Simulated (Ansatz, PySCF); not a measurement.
C3H6NO, SMILES C[N]C(C)=O (connectivity only; charge and spin as stated), charge -1, multiplicity 1. Atoms are numbered in the order given.

```xyz
11

C     -0.0283     1.8143     0.0000
N     -0.8266     0.6229     0.0000
C     -0.2278    -0.5539     0.0000
C      1.3237    -0.6132     0.0000
O     -0.8189    -1.6701     0.0000
H     -0.6854     2.7017     0.0000
H      0.6417     1.9300    -0.8877
H      0.6417     1.9300     0.8877
H      1.6413    -1.6629     0.0000
H      1.7477    -0.1063    -0.8843
H      1.7477    -0.1063     0.8843
```
Charge -1, spin multiplicity 1.

The structure is a stationary point at B3LYP-D3(BJ)/def2-SVPD. The multiplicity is an assumed one; no other spin state was optimised. The isomer is the one that the SMILES or the coordinates give; other isomers of the formula were not compared.

Two levels are set side by side: PBE-D3(BJ)/def2-SVPD (Ansatz, a first-principles code) and B3LYP-D3(BJ)/def2-SVPD (Ansatz). Each level has its own optimised geometry; the coordinates shown are those of the second. Frequencies come from the Hessian of PySCF at each geometry. Differences are taken from unrounded values.

| quantity | B3LYP-D3(BJ) | PBE-D3(BJ) | PBE-D3(BJ) minus B3LYP-D3(BJ) |
|---|---|---|---|
| mean bond length (Å) | 1.222 | 1.229 | 0.008 |
| bond C1–N2 (Å) | 1.434 | 1.435 | 0.000 |
| bond N2–C3 (Å) | 1.320 | 1.330 | 0.010 |
| bond C3–C4 (Å) | 1.553 | 1.556 | 0.003 |
| bond C3–O5 (Å) | 1.263 | 1.271 | 0.008 |
| bond C1–H6 (Å) | 1.104 | 1.113 | 0.009 |
| bond C1–H7 (Å) | 1.118 | 1.128 | 0.010 |
| bond C1–H8 (Å) | 1.118 | 1.128 | 0.010 |
| bond C4–H9 (Å) | 1.097 | 1.105 | 0.008 |
| bond C4–H10 (Å) | 1.104 | 1.113 | 0.009 |
| bond C4–H11 (Å) | 1.104 | 1.113 | 0.009 |
| highest harmonic wavenumber (cm⁻¹) | 3112 | 3055 | -57 |
| mean harmonic wavenumber (cm⁻¹) | 1409 | 1366 | -43 |
| zero-point energy (kcal/mol) | 54.38 | 52.73 | -1.65 |

GGA bonds tend to be longer and softer than those of functionals with exact exchange. Differences between two approximate levels are no errors against the true value.
